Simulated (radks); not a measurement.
All-electron atom: Ta IV in [Kr] 4d10 4f14 5s2 5p5 5d2 6d1 (not the ground configuration). All-electron calculation, scalar-relativistic Kohn-Sham, SCAN, spin-polarised, spherical densities, finite nucleus; open shells are filled with parallel spins first (spin-orbit coupling, left out, can overturn this in heavy ions); meta-GGA in the generalised Kohn-Sham scheme; Fermi nuclear charge, rms radius 5.3507 fm. Program: a radial shooting solver on a logarithmic mesh with Libxc functionals.

Local quantities along the radius. ELF = 1/(1 + alpha^2) is the electron localisation function; alpha = (tau - tau_W)/tau_unif compares the Pauli kinetic energy density with that of the uniform gas (summed over spins). tau is taken from the large components.

r (bohr),ELF,alpha
0.001772,0.999,0.02718
0.002421,0.999,0.03145
0.003308,0.999,0.03871
0.004519,0.997,0.05156
0.006173,0.994,0.07599
0.008434,0.984,0.1273
0.01161,0.940,0.2522
0.01587,0.763,0.5579
0.02168,0.429,1.153
0.02961,0.343,1.384
0.04046,0.575,0.8603
0.05527,0.743,0.5883
0.07612,0.579,0.8522
0.104,0.343,1.383
0.1421,0.602,0.8129
0.1941,0.704,0.6480
0.2651,0.298,1.534
0.3622,0.501,0.9981
0.4988,0.709,0.6404
0.6815,0.456,1.092
0.931,0.369,1.307
1.272,0.570,0.8677
1.738,0.430,1.152
2.393,0.061,3.909
3.269,0.025,6.259
4.466,0.097,3.057
6.101,0.042,4.792
8.335,0.002,21.99

On this mesh the ELF has minima near r = 0.025, 0.10, 0.31, 0.79, 2.8 bohr, which separate the shells, and maxima near 0.055 (0.74), 0.17 (0.72), 0.50 (0.71), 1.3 (0.57).
